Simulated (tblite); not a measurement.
Compound: C₆H₈Cl (doublet state).
Bonds: C1–C2 (triple), C2–C3, C3–C4, C4–C5, C5–C6, C6–Cl7. Hydrogens: H8 on C1; H9, H10 on C3; H11 on C4; H12, H13 on C5; H14, H15 on C6.
Bond orders are those of one Lewis drawing.

Computed with GFN2-xTB (tblite), gas phase: L-BFGS steps from a force-field or distance-geometry start until the largest atomic force falls under 0.01 eV/Å.

Step 19: E = -580.3045 eV
```
atom  x, y, z in Å  |  force x, y, z in eV/Å
C1      1.5880    2.3284    0.2404   -0.002  -0.040  -0.017
C2      1.5432    1.2014   -0.1622    0.000   0.032  -0.024
C3      1.4617   -0.1789   -0.6314    0.020   0.027  -0.016
C4      0.5639   -0.9660    0.2527    0.031   0.038  -0.004
C5     -0.8558   -1.1925   -0.0900    0.035   0.009   0.010
C6     -1.7136    0.0076    0.3482    0.020  -0.003   0.004
Cl7    -3.4314   -0.2889   -0.0232   -0.068   0.016  -0.010
H8      1.6486    3.3238    0.5691   -0.020  -0.037   0.013
H9      2.4797   -0.5883   -0.6198   -0.028  -0.014   0.012
H10     1.0977   -0.1772   -1.6639   -0.012  -0.012   0.042
H11     0.8882   -1.1399    1.2661   -0.021   0.003  -0.022
H12    -1.2320   -2.0843    0.4185    0.003   0.016  -0.013
H13    -0.9797   -1.3236   -1.1690    0.009  -0.001   0.031
H14    -1.4208    0.9144   -0.1803    0.021  -0.012  -0.008
H15    -1.6421    0.1722    1.4229    0.012  -0.022   0.001
```

Step 20: E = -580.3051 eV
```
atom  x, y, z in Å  |  force x, y, z in eV/Å
C1      1.5866    2.3273    0.2411   -0.004  -0.061  -0.025
C2      1.5445    1.2012   -0.1653   -0.009   0.061  -0.008
C3      1.4612   -0.1793   -0.6333    0.019   0.030  -0.012
C4      0.5636   -0.9638    0.2530    0.024   0.026   0.007
C5     -0.8552   -1.1936   -0.0907    0.030   0.013   0.009
C6     -1.7119    0.0073    0.3480    0.008   0.001   0.009
Cl7    -3.4323   -0.2840   -0.0233   -0.034   0.018  -0.003
H8      1.6448    3.3222    0.5726   -0.017  -0.047   0.007
H9      2.4789   -0.5898   -0.6197   -0.031  -0.014  -0.004
H10     1.0943   -0.1793   -1.6654    0.008  -0.012   0.058
H11     0.8838   -1.1328    1.2688   -0.010   0.008  -0.032
H12    -1.2296   -2.0867    0.4168   -0.003   0.026  -0.005
H13    -0.9776   -1.3264   -1.1693    0.003   0.008   0.022
H14    -1.4167    0.9151   -0.1788    0.011  -0.032  -0.004
H15    -1.6389    0.1707    1.4235    0.002  -0.027  -0.018
```

Step 21: E = -580.3055 eV
```
atom  x, y, z in Å  |  force x, y, z in eV/Å
C1      1.5851    2.3258    0.2417   -0.004  -0.048  -0.021
C2      1.5454    1.2011   -0.1683   -0.014   0.056  -0.004
C3      1.4610   -0.1792   -0.6350    0.012   0.018  -0.003
C4      0.5639   -0.9615    0.2532    0.008   0.013   0.014
C5     -0.8541   -1.1944   -0.0912    0.013   0.015   0.005
C6     -1.7100    0.0069    0.3480   -0.010   0.001   0.007
Cl7    -3.4335   -0.2792   -0.0235    0.007   0.020   0.004
H8      1.6411    3.3197    0.5758   -0.013  -0.036   0.007
H9      2.4776   -0.5911   -0.6199   -0.018  -0.015  -0.017
H10     1.0915   -0.1812   -1.6657    0.018  -0.011   0.047
H11     0.8796   -1.1254    1.2710    0.007   0.010  -0.026
H12    -1.2279   -2.0883    0.4153   -0.004   0.029   0.005
H13    -0.9759   -1.3286   -1.1693    0.000   0.015   0.007
H14    -1.4125    0.9149   -0.1776    0.003  -0.042  -0.001
H15    -1.6358    0.1686    1.4238   -0.006  -0.027  -0.025
```

Question: Estimate the geometry and energy of step 22. (The exact step hangs on the optimiser's Hessian estimate; all steps are aligned on step 21, rigid shifts and turns removed.)

Answer: E = -580.3058 eV, largest force 0.035 eV/Å
```
atom  x, y, z in Å  |  force x, y, z in eV/Å
C1      1.5839    2.3243    0.2420   -0.003  -0.014  -0.008
C2      1.5456    1.2011   -0.1706   -0.014   0.025  -0.009
C3      1.4611   -0.1788   -0.6360    0.005   0.000   0.007
C4      0.5642   -0.9599    0.2533   -0.007   0.005   0.014
C5     -0.8531   -1.1949   -0.0916   -0.004   0.014   0.001
C6     -1.7086    0.0064    0.3480   -0.020  -0.002   0.001
Cl7    -3.4339   -0.2755   -0.0235    0.028   0.019   0.007
H8      1.6383    3.3171    0.5779   -0.010  -0.014   0.012
H9      2.4765   -0.5921   -0.6205    0.001  -0.016  -0.021
H10     1.0899   -0.1824   -1.6652    0.017  -0.010   0.019
H11     0.8768   -1.1194    1.2722    0.020   0.009  -0.011
H12    -1.2271   -2.0888    0.4145   -0.001   0.025   0.012
H13    -0.9749   -1.3297   -1.1692    0.001   0.017  -0.004
H14    -1.4093    0.9140   -0.1769    0.000  -0.035  -0.003
H15    -1.6337    0.1666    1.4237   -0.010  -0.023  -0.018
```

The energy changes by -0.0003 eV. The first-order estimate −F·Δx gives -0.0004 eV and the mean of the old and new forces, exact on a quadratic surface, -0.0003 eV. The step makes an angle of 73° with the force vector and moves no atom by more than 0.007 Å.

What follows is the cost of the whole relaxation. The run took 0.4 s on one thread, Arm Neoverse V1 (aarch64), on a shared host.
